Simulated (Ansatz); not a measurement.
Relaxation of H2O2Zn (5 atoms, charge 0, multiplicity 1), to a largest force component of 0.02 eV/Å in at most 40 steps.

Method: Ansatz 0.2.0, RKS PBE-D4/def2-SVP.

```xyz
5
Properties=species:S:1:pos:R:3
Zn 0.000 0.000 0.000
O 0.000 0.000 1.790
H -0.909 -0.281 2.127
O 0.000 0.000 -1.790
H 0.255 -0.917 -2.127
```

Problem. Where does it end, and by what steps?

Solution. The forces met the threshold. After 6 steps the energy has fallen by 0.065 eV; Zn1 moved furthest, 0.12 Å.

```json
{"step": "0", "energy less start (eV)": "0.0000", "largest force component (eV/Å)": "1.319", "accepted": "yes"}
{"step": "1", "energy less start (eV)": "-0.0118", "largest force component (eV/Å)": "1.286", "accepted": "yes"}
{"step": "2", "energy less start (eV)": "-0.0403", "largest force component (eV/Å)": "0.304", "accepted": "yes"}
{"step": "3", "energy less start (eV)": "-0.0380", "largest force component (eV/Å)": "0.511", "accepted": "no"}
{"step": "4", "energy less start (eV)": "-0.0565", "largest force component (eV/Å)": "0.150", "accepted": "yes"}
{"step": "5", "energy less start (eV)": "-0.0645", "largest force component (eV/Å)": "0.028", "accepted": "yes"}
{"step": "6", "energy less start (eV)": "-0.0647", "largest force component (eV/Å)": "0.002", "accepted": "yes"}
```

```xyz
5
Properties=species:S:1:pos:R:3
Zn -0.056 -0.102 0.000
O -0.009 -0.013 1.777
H -0.883 -0.212 2.163
O -0.006 -0.015 -1.777
H 0.299 -0.857 -2.163
```

Run time: 13 s on 1 thread of Arm Neoverse V1, with other jobs on the host, peak memory 0.12 GiB.
